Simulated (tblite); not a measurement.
Compound: C₄H₆BF₅.
Bonds: F1–B2, B2–F3, B2–C4, C4–C5, C5–C6, C6–C7, C7–F8, C7–F9, C7–F10. Hydrogens: H11, H12 on C4; H13, H14 on C5; H15, H16 on C6.

Computed with GFN2-xTB (tblite), gas phase: L-BFGS steps from a force-field or distance-geometry start until the largest atomic force falls under 0.01 eV/Å.

Geometry at step 1:
```
atom  x, y, z in Å
F1      3.5952   -0.0652   -0.5853
B2      2.3071    0.3498   -0.2629
F3      2.0576    1.6837   -0.1992
C4      1.4173   -0.7729    0.4625
C5      0.0023   -0.3536    0.8706
C6     -0.8309    0.0644   -0.3426
C7     -2.1930    0.4922    0.1701
F8     -1.9894    1.5183    1.0410
F9     -2.9319    0.9695   -0.8623
F10    -2.8776   -0.5358    0.7492
H11     1.3723   -1.6442   -0.2084
H12     1.9436   -1.0531    1.3993
H13    -0.4913   -1.2249    1.3012
H14    -0.0019    0.4325    1.6406
H15    -0.4371    0.9303   -0.8937
H16    -0.9497   -0.7819   -1.0242
```

Task: Give the atomic forces at this geometry.

Result: 
```tsv
atom	Fx (eV/Å)	Fy (eV/Å)	Fz (eV/Å)
F1	-2.060	1.173	0.105
B2	1.590	0.277	0.999
F3	0.544	-1.841	-0.500
C4	0.154	0.555	-0.162
C5	0.005	-0.194	-0.123
C6	-0.103	-0.078	0.096
C7	0.368	0.117	-0.487
F8	-0.963	-0.722	-0.233
F9	-0.130	-0.198	0.782
F10	0.326	1.216	-0.228
H11	0.026	0.077	0.443
H12	-0.065	-0.046	-0.682
H13	-0.051	-0.062	0.161
H14	0.245	-0.129	-0.402
H15	0.128	-0.270	0.240
H16	-0.014	0.125	-0.011
```

The largest, 2.37 eV/Å, acts on F1; the rms over all components is 0.628 eV/Å. The forces sum to zero within rounding, as they must for an isolated molecule in no field.

Task: Give the force on F1 in Eh/bohr and in nN.

Result: 2.373 eV/Å ÷ 51.422 = 0.04615 Eh/bohr, and 2.373 eV/Å × 1.602 = 3.80 nN.

Task: How far is this geometry from the end of the optimisation?

Result: 0.452 eV above it, and 0.110 Å rms away after alignment. The bonds farthest from their final lengths, with half the difference of the two atoms' forces along the bond (positive lengthens):

| bond | now (Å) | final (Å) | force along bond (eV/Å) |
| --- | --- | --- | --- |
| F1–B2 | 1.391 | 1.316 | -1.72 |
| B2–F3 | 1.359 | 1.316 | -0.98 |
| B2–C4 | 1.606 | 1.581 | +0.04 |
| C7–F8 | 1.361 | 1.340 | -0.33 |
| C7–F10 | 1.364 | 1.343 | -0.35 |
| C4–H12 | 1.110 | 1.093 | -0.20 |

The angle farthest from its final value is F1–B2–C4, 114.2° against 121.9°.

Of the 6 listed bonds off by 0.010 Å or more, this force points towards the final length in 5.

What follows is the cost of the whole relaxation. Time: 0.59 s. Hardware: Arm Neoverse N1, one thread, no GPU (shared host).
